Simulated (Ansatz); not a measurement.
The first iterations of a band of ClF$_{3}$H$_{3}$O$_{2}$Ta (10 atoms, charge 0, multiplicity 1).

The calculation used Ansatz, RKS BLYP-D4/def2-SVP.

```yaml
movable_images: 9
climbing_image: yes
spring: 5.0 eV/Å²
optimiser: quadratic models (default)
start_path: through a guess of the saddle point
force_threshold: 0.5 eV/Å
iteration_limit: 60
end_points: relaxed
```

Initial state:

```xyz
10
Properties=species:S:1:pos:R:3
Ta -0.037 0.113 0.202
O 1.956 -0.214 0.341
H 2.325 -0.738 1.077
Cl -0.108 -0.189 2.582
F 0.293 0.573 -1.614
F -1.431 1.387 0.330
O -0.848 -1.543 -0.155
H -1.368 -2.271 0.226
F 1.253 2.039 0.569
H 1.975 1.345 0.527
```

Final state:

```xyz
10
Properties=species:S:1:pos:R:3
Ta -0.258 0.510 0.354
O 1.898 -0.416 0.397
H 2.204 -0.412 1.331
Cl 0.001 -0.008 2.691
F 0.332 0.713 -1.457
F -1.929 1.369 0.333
O -0.846 -1.261 -0.003
H -0.722 -2.211 -0.159
F 0.794 2.082 0.705
H 2.535 0.134 -0.107
```

| iteration | highest image above the first end (eV) | largest band force component (eV/Å) |
| --- | --- | --- |
| 1 | 6.959 | 45.461 |
| 2 | 1.559 | 2.644 |

Question: Does the band converge within its limit, and where does its top end?

Answer: The run converged. It ended after 8 iterations with the highest image 0.034 eV above the first end. The threshold of 0.5 eV/Å is loose, so the images may lie well off the minimum-energy path. The order of the stationary point at the top wasn't checked. Another band between the same ends, with other settings, climbed to 0.007 eV only, so this may not be the lowest route. The orbitals stay closed-shell, which can raise the energy where a bond breaks towards radicals; this wasn't checked here.

Time of the run: 2.5 min on 4 threads of Arm Neoverse V2, on a shared host, peak memory 0.21 GiB.
